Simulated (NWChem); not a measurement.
The numbers come from NWChem runs, not from measurements. System: O$_{2}$Zr, charge 0, spin multiplicity 1, at a geometry optimised with B3LYP/def2-SVP with def2 effective core potentials on Zr. The structure started from a generated list of species. Level: G0W0@PBE0/def2-TZVPD with def2 effective core potentials on Zr, RI basis def2-tzvpd-rifit, no spin-orbit coupling.

Input file:

```
start mol
memory heap 200 mb stack 700 mb global 1700 mb
geometry units angstroms nocenter noautoz
  Zr     0.000000     0.000000     0.296726
  O     -1.439306     0.000000    -0.741816
  O      1.439306     0.000000    -0.741816
  symmetry group C2v
end
basis spherical
  * library def2-tzvpd
end
ecp
  Zr library def2-ecp
end
basis "ri basis" bse spherical
  * library def2-tzvpd-rifit
end
dft
  xc pbe0
  iterations 100
  direct
  tolerances tight
end
task dft energy
gw
  states alpha occ 4 vir 2
end
task dft gw
```

Part of the output:

```
             Northwest Computational Chemistry Package (NWChem) 7.3.0
             --------------------------------------------------------

                                NWChem Input Module
                                -------------------

 Scaling coordinates for geometry "geometry" by  1.889725989
 (inverse scale =  0.529177249)

 Turning off AUTOSYM since
 SYMMETRY directive was detected!

                             Geometry "geometry" -> ""
                             -------------------------

 Output coordinates in angstroms (scale by  1.889725989 to convert to a.u.)

  No.       Tag          Charge          X              Y              Z
 ---- ---------------- ---------- -------------- -------------- --------------
    1 Zr                  40.0000     0.00000000     0.00000000     0.29672600
    2 O                    8.0000    -1.43930600     0.00000000    -0.74181600
    3 O                    8.0000     1.43930600     0.00000000    -0.74181600

 Effective nuclear repulsion energy (a.u.)     202.5808433647

            Nuclear Dipole moment (a.u.)
            ----------------------------
        X                 Y               Z
 ---------------- ---------------- ----------------
     0.0000000000     0.0000000000    -0.0000302356

      Symmetry information
      --------------------

 Group name             C2v
 Group number             16
 Group order               4
 No. of unique centers     2

      Symmetry unique atoms

     1    2


 Summary of "ao basis" -> "" (spherical)
 ------------------------------------------------------------------------------
       Tag                 Description            Shells   Functions and Types
 ---------------- ------------------------------  ------  ---------------------
 *                         def2-tzvpd                 on all atoms

 Summary of "ri basis" -> "" (spherical)
 ------------------------------------------------------------------------------
       Tag                 Description            Shells   Functions and Types
 ---------------- ------------------------------  ------  ---------------------
[...]
           0.000000000000         327.532306830957           0.000000000000
           0.000000000000           0.000000000000         236.655029983935

     Multipole analysis of the density
     ---------------------------------

     L   x y z        total         alpha         beta         nuclear
     -   - - -        -----         -----         ----         -------
     0   0 0 0      0.000000    -14.000000    -14.000000     28.000000

     1   1 0 0      0.000000      0.000000      0.000000      0.000000
     1   0 1 0     -0.000000     -0.000000     -0.000000      0.000000
     1   0 0 1      3.123860      9.412177      9.412177    -15.700494

     2   2 0 0    -32.689461    -75.527315    -75.527315    118.365170
     2   1 1 0     -0.000000     -0.000000     -0.000000      0.000000
     2   1 0 1     -0.000000     -0.000000     -0.000000      0.000000
     2   0 2 0    -19.353704     -9.676852     -9.676852      0.000000
     2   0 1 1      0.000000      0.000000      0.000000      0.000000
     2   0 0 2    -22.224252    -28.719636    -28.719636     35.215020

 Task  times  cpu:        5.9s     wall:        5.9s

                                NWChem Input Module
                                -------------------

                                 NWChem GW Module
                                 ----------------

                             ***********************
                             ***        GW       ***
                             ***********************

 Summary of "ri basis" -> "ri basis" (spherical)
 ------------------------------------------------------------------------------
       Tag                 Description            Shells   Functions and Types
 ---------------- ------------------------------  ------  ---------------------
 Zr                     def2-tzvpd-rifit            31      143   8s7p6d5f3g2h
 O                      def2-tzvpd-rifit            26       92   9s7p5d4f1g

                 Memory Information
                 ------------------
          Available GA per process is          1699.9 MBs
          Available stack per process is        700.0 MBs
          Available heap per process is           0.0 MBs

          Peak memory in Initialization
              Peak GA per process is                  5.7 MBs
              Peak stack per process is               0.2 MBs
              Peak heap per process is                6.0 MBs
              Memory not in MA per process            0.0 MBs

          Peak memory in AFF Calculation
              Peak GA per process is                 25.2 MBs
              Peak stack per process is              16.8 MBs
              Peak heap per process is                0.0 MBs
              Memory not in MA per process           16.8 MBs

          Computing 2-center integrals
          Computing Inverse Cholesky factor
          Computing 3-center integrals
          Computing V_xc ...

          Computing Sigma_x
          Computing RPA polarizability
          Solving quasiparticle equations

                  Alpha Orbitals
          State     Energy (eV)     Error (eV)
          -----------------------------------
@GW        11        -10.255           0.004
@GW        12         -9.828           0.004
@GW        13         -9.355           0.004
@GW        14         -8.598           0.004
@GW        15         -1.420           0.003
@GW        16          0.382           0.004

   Applying  -1.7750 eV scissor-shift to rest of particle states

   Applying   1.5322 eV scissor-shift to rest of hole states

     GW Timing Statistics
   ------------------------
   Init.   :          0.1s
     ERIs  :          0.6s
     Distr.:          0.0s
     Vxc   :          0.6s
   Sigma_x :          0.0s
   RPA     :          0.6s
   Wmn     :          0.0s
   Sigma_c :          0.0s
   GW total:          1.9s

 Task  times  cpu:        1.9s     wall:        1.9s

 Total times  cpu:        7.8s     wall:        7.8s
```
